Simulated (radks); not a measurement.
Results of a calculation; reference values are marked as such.
Coulomb parameter of the 5d shell of the platinum ion Pt+ in the model configuration [Xe] 4f14 5d8 6s1, as a second difference U = [E(n + 0.25) + E(n - 0.25) - 2 E(n)] / (0.25)^2 with all orbitals relaxed. "Bare": the charge of the atom changes with n. "Screened": the 6s shell takes up the change at fixed total charge, which measures U(5d,5d) + U(6s,6s) - 2 U(5d,6s). Code: a radial shooting solver on a logarithmic mesh with Libxc functionals. Model: Dirac Kohn-Sham, PBE, spin-unpolarised, spherical densities, point nucleus; open shells are shared between the two j in proportion to 2j + 1. Estimate both.

Answer. U(bare) = 11.202 eV, U(screened by 6s) = 1.159 eV.
